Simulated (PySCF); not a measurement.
# Adding and removing an electron: TlCl

RHF-SCS-MP2; Tl def2-SVPD with ECP60, Cl def2-SVPD; scalar-relativistic core potentials (PySCF 2.14). Neutral (RHF): singlet (closed shell), Re = 2.576 Å, ωe = 271 cm⁻¹, De = 4.24 eV.

TlCl⁺ (UHF): doublet (π ↑), Re = 3.380 Å, ωe = 76.4 cm⁻¹. The energies at the minima are -631.16664 hartree for TlCl and -630.82918 for TlCl⁺.

(1) Work out the adiabatic ionisation energy, without and with harmonic zero-point energies (1 hartree = 27.2114 eV, 1 eV = 8065.5 cm⁻¹), and the change of the bond length.

TlCl⁻ (UHF): doublet (π ↑), Re = 2.818 Å, ωe = 169 cm⁻¹, De = 0.97 eV to Tl + Cl⁻. The energies at the minima are -631.16664 hartree for TlCl and -631.17375 for TlCl⁻.

(2) Work out the adiabatic electron affinity, without and with harmonic zero-point energies (1 hartree = 27.2114 eV, 1 eV = 8065.5 cm⁻¹), and the change of the bond length.

Correlated steps freeze 9 core orbitals. Correlated levels converge slowly with the basis: in double zeta they bind strong bonds too weakly, by up to about 1 eV, and carry superposition errors of some tenths. These are scalar-relativistic numbers at best; spin–orbit coupling would shift them, the dissociation energy most. For an ion De counts to the pair picked by the measured ionisation energies or electron affinities, which need not be the lowest pair at this level. Where the molecule has an RHF reference, its open-shell atoms are computed with UHF. States were picked by a PBE0 search and need not be the measured ground states.

Neutral and ion stand on different kinds of reference determinant, which adds to the error of the difference.

Answers

(1) At SCS-MP2: 0.33746 hartree = 9.183 eV between the minima; the zero-point term (76.4 − 271.0)/2 cm⁻¹ = -0.012 eV makes it 9.171 eV. Re changes by +80.4 pm against the neutral. The electron leaves a π orbital, and the ion is left as a loose complex of an ion and an atom.

(2) At SCS-MP2: 0.00711 hartree = 0.193 eV between the minima; the zero-point term (271.0 − 169.0)/2 cm⁻¹ = +0.006 eV makes it 0.200 eV. Re changes by +24.2 pm against the neutral. The electron enters a π orbital, and the longer bond of the ion fits an antibonding orbital, or a change in how ionic the bond is.
